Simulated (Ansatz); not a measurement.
BrCu, SMILES `[Cu][Br]`, 2 atoms. The species carries charge 0 and has multiplicity 1. For Cu the d shell is correlated and the shells below it are frozen. Correlated methods include outer-core shells of Br, which these sets cover unevenly. Scalar relativity is left out up to krypton. Hardware: A = 2 threads of an AMD EPYC 7R13 on a shared host; B = 2 threads of an AMD EPYC 7R13 on a shared host and a share of an NVIDIA H100 80 GB. Correlated methods freeze the cores. Open-shell runs search over several starts.

Task: How many basis functions does each run have, and how long does it take in Ansatz? RKS PBE0-D4/def2-TZVP relaxation (3 steps) [A]; UKS ωB97X-V/def2-TZVPP energy of the cation [A]; UKS ωB97M-V/def2-TZVPP energy of the cation [A]; UHF-CCSD(T) with 3s3p of Cu, Zn/def2-QZVPP energy of the cation [B]; UHF-CCSD(T) with 3s3p of Cu, Zn/def2-TZVPP energy of the cation [B]; RKS BHLYP-D4/def2-TZVPP energy [A]; RHF-CCSD(T) with 3s3p of Cu, Zn/def2-QZVPP energy [B]; RKS LC-ωPBE/def2-TZVPP energy [A]; RHF-CCSD(T) with 3s3p of Cu, Zn/def2-TZVPP energy [A]; RKS HSE06 (plane-wave form)-D4/def2-TZVPP energy [A]; RKS PBE0-D4/def2-TZVP frequencies [A]; RKS PBE0-D4/def2-SVP energy [A]. (Estimate.)

Result: Computed: Other jobs shared the machine, so times are rough.

```csv
level,job,functions,wall time,peak host memory (GiB)
RKS PBE0-D4/def2-SVP,energy [A],63,1.1 s,0.21
RKS LC-ωPBE/def2-TZVPP,energy [A],112,1.5 s,0.21
RKS HSE06 (plane-wave form)-D4/def2-TZVPP,energy [A],112,1.8 s,0.27
RKS BHLYP-D4/def2-TZVPP,energy [A],112,1.8 s,0.27
"RHF-CCSD(T) with 3s3p of Cu, Zn/def2-QZVPP",energy [B],189,4.4 s,0.8
"RHF-CCSD(T) with 3s3p of Cu, Zn/def2-TZVPP",energy [A],112,5.5 s,0.37
"UHF-CCSD(T) with 3s3p of Cu, Zn/def2-TZVPP",energy of the cation [B],112,7 s,0.82
RKS PBE0-D4/def2-TZVP,relaxation (3 steps) [A],93,8.5 s,0.22
UKS ωB97X-V/def2-TZVPP,energy of the cation [A],112,14 s,0.44
"UHF-CCSD(T) with 3s3p of Cu, Zn/def2-QZVPP",energy of the cation [B],189,14 s,0.83
RKS PBE0-D4/def2-TZVP,frequencies [A],93,14 s,0.23
UKS ωB97M-V/def2-TZVPP,energy of the cation [A],112,15 s,0.48
```

LC-ωPBE has ω = 0.4 bohr⁻¹.
